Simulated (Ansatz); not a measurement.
Geometry optimisation, Ansatz 0.2.0, UKS PBE/def2-SVP.

Input file:

```yaml
crystal:
  periodic: [false, false, false]
  atoms:
    - { symbol: W, position_ang: [0.003745, 0.003745, -0.553932] }
    - { symbol: H, position_ang: [-0.00379, -0.00379, 2.369759] }
    - { symbol: Cl, position_ang: [2.229873, -0.017313, 0.092234] }
    - { symbol: Cl, position_ang: [-0.017313, 2.229873, 0.092234] }
    - { symbol: Cl, position_ang: [-2.218276, 0.007182, 0.09761] }
    - { symbol: Cl, position_ang: [0.007182, -2.218276, 0.09761] }
    - { symbol: Cl, position_ang: [-0.000873, -0.000873, -2.776276] }
    - { symbol: H, position_ang: [-0.00055, -0.00055, 3.090762] }
magnetization:
  spin_polarized: true
  initial_magnetization: 1
basis:
  gaussian: { orbitals: def2-SVP }
hamiltonian:
  xc: pbe
relax:
  f_tol: 0.03
  max_steps: 50
```

Launched with:

```bash
$ ansatz run input.yaml --threads 4 --pin off --max-ram 5120MiB --backend cpu --events-out ev --progress --plain --runs-dir out
```

Where does it end, and by what steps?

The forces met the threshold. The force dipped under the threshold on the way, but the program's further checks kept it going. After 13 steps the energy has fallen by 0.102 eV; H2 moved furthest, 0.94 Å.

```csv
step,energy less start (eV),largest force component (eV/Å),accepted
0,0.0000,1.836,yes
1,-0.0635,0.178,yes
2,-0.0835,0.041,yes
3,-0.0834,0.097,no
4,-0.0845,0.023,yes
5,-0.0888,0.016,yes
6,-0.0919,0.021,yes
7,-0.0926,0.043,yes
8,-0.0929,0.082,yes
9,-0.0931,0.136,yes
10,-0.0938,0.155,yes
11,-0.0942,0.287,yes
12,-0.1005,0.063,yes
13,-0.1024,0.021,yes
```

```xyz
8
Properties=species:S:1:pos:R:3
W 0.029 0.029 -0.797
H -0.325 -0.325 3.199
Cl 2.266 0.050 -0.198
Cl 0.050 2.266 -0.198
Cl -2.162 0.053 -0.043
Cl 0.053 -2.162 -0.043
Cl -0.046 -0.046 -3.020
H 0.134 0.134 3.610
```

Whether the end is a true minimum wasn't checked by a vibrational analysis.

The run took 110 s on 4 threads of Arm Neoverse V1, on a shared host, peak memory 0.41 GiB.
